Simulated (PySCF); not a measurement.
# How methods differ on the excitation energy of Cl⁺

Cl⁺ [Ne] 3s2 3p4 (3P) → Cl⁺ [Ne] 3s1 3p4 3d1 (high-spin determinant), as a difference of total energies. Computed with PySCF 2.14 in aug-cc-pVTZ-DK (6s5p3d2f, 50 functions), with the spin-free X2C one-electron Hamiltonian (Gaussian nucleus). Correlated levels: valence: [Ne] frozen. The calculations carry no spin-orbit coupling.

| method | excitation energy (eV) |
| --- | --- |
| UHF | 25.684 |
| LDA | 26.252 |
| PBE | 25.932 |
| PBE0 | 26.157 |
| r2SCAN | 25.766 |
| r2SCANh | 25.850 |
| revPBE | 25.792 |
| TPSS | 26.036 |
| BP86 | 25.944 |
| MP2 (valence) | 26.179 |
| SCS-MP2 (valence) | 26.334 |

Task: How much does correlation contribute at MP2 (valence)?

Result: 26.179 − (25.684) = 0.495 eV, measured against UHF.

The upper state lies above the first ionisation limit, where it may autoionise and the basis confines it.

The promoted electron is Rydberg-like, and one or two diffuse shells describe it only roughly, which tends to raise the upper state.

The determinant of the upper state mixes LS terms, which raises its energy above the lowest term, most at the Hartree-Fock and MP2 levels.
